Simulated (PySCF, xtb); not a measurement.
SiHCl, SMILES [SiH]Cl (connectivity only; charge and spin as stated), neutral, multiplicity 1.

Harmonic wavenumbers (cm⁻¹) from xtb with GFN2-xTB at its own minimum, in rising order: 440, 715, 2065.

### Question
What does PBE-D3(BJ)/def2-TZVP run with PySCF 2.14.0 give at its own minimum? (The exact figures need the calculation; the answer reports its results.)

### Answer
503, 777, 1935. Paired by order, the mean absolute difference is 85 cm⁻¹ and the zero-point energies are 4.6 and 4.6 kcal/mol.
